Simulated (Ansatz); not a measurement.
`CC(F)(F)F` and `FC(F)(F)[SiH3]` differ in one atom or group.

Ansatz, PBE0-D4/def2-TZVP geometries, multiplicity 1. 

```tsv
property	`CC(F)(F)F`
LUMO energy (PBE0/def2-TZVPP) / eV	1.44
HOMO energy (B3LYP/def2-TZVPP) / eV	-10.69
HOMO energy (PBE0/def2-TZVPP) / eV	-10.92
LUMO energy (B3LYP/def2-TZVPP) / eV	1.05
HOMO–LUMO gap (PBE/def2-TZVPP) / eV	9.75
HOMO energy (PBE/def2-TZVPP) / eV	-9.10
```

**Question.** Give the same properties after the change, and the shifts. (An estimate is asked.)

**Answer.** Ansatz gave: 
```
                           property  `FC(F)(F)[SiH3]`  shift
 LUMO energy (PBE0/def2-TZVPP) / eV              0.07  -1.37
HOMO energy (B3LYP/def2-TZVPP) / eV             -9.43   1.26
 HOMO energy (PBE0/def2-TZVPP) / eV             -9.63   1.29
LUMO energy (B3LYP/def2-TZVPP) / eV             -0.17  -1.22
HOMO–LUMO gap (PBE/def2-TZVPP) / eV              7.31  -2.44
  HOMO energy (PBE/def2-TZVPP) / eV             -8.05   1.05
```

With PBE0 the HOMO rises by 1.29 eV and the LUMO falls by 1.37 eV, so the gap narrows by about 2.66 eV. PBE moves the HOMO by 1.05 eV and ωB97M-V by 1.40 eV.

B3LYP here is the variant with VWN-RPA as its local correlation; programs differ in this.
